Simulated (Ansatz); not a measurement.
`F[C@H]1C[Si@H]1[SiH3]` + `O[SiH](F)N[SiH3]` → `F[C@H]1C[Si@@H]1F` + `O[SiH]([SiH3])N[SiH3]`  (redistribution)

Computed with Ansatz on PBE0-D4/def2-TZVP structures; ΔE is electronic, products minus reactants. CCSD(T)/CBS is the MP2 limit (def2-TZVPP, def2-QZVPP) plus CCSD(T) − MP2 in def2-TZVPP, frozen cores. DFT in def2-TZVPP. B3LYP here is the variant with VWN-RPA as its local correlation; programs differ in this. One conformer a species, not always the lowest.

| level | ΔE (kcal/mol) | difference from CCSD(T)/CBS |
| --- | --- | --- |
| PBE-D4 | 13.8 | -1.5 |
| r2SCAN-D4 | 15.5 | 0.2 |
| PBE0-D4 | 14.5 | -0.8 |
| B3LYP-D4 | 14.2 | -1.1 |
| ωB97X-V | 14.2 | -1.1 |
| ωB97M-V | 14.6 | -0.7 |
| B2PLYP | 15.4 | 0.1 |
| PBE | 14.4 | -0.9 |
| r2SCAN | 15.7 | 0.4 |
| PBE0 | 15.0 | -0.3 |
| B3LYP | 15.1 | -0.2 |
| HF/def2-TZVPP | 16.0 | 0.7 |
| MP2/def2-TZVPP | 15.9 | 0.6 |
| SCS-MP2/def2-TZVPP | 15.5 | 0.2 |
| CCSD/def2-TZVPP | 15.6 | 0.3 |
| CCSD(T)/def2-TZVPP | 15.7 | 0.4 |
| HF/def2-QZVPP | 16.0 | 0.7 |
| MP2/def2-QZVPP | 15.7 | 0.4 |
| SCS-MP2/def2-QZVPP | 15.3 | 0.0 |
| HF/CBS(def2) | 16.0 | 0.7 |
| MP2/CBS(def2) | 15.6 | 0.3 |
| CCSD/CBS(def2) | 15.3 | 0.0 |
| CCSD(T)/CBS | 15.3 | 0 |

Largest T1 diagnostic among the species: 0.013.

The D4 term adds −0.8 kcal/mol with B3LYP and −0.5 kcal/mol with PBE0; it sums over pairs of atoms, weighted by their polarisabilities, and B3LYP, whose exchange is more repulsive, gets the larger term.
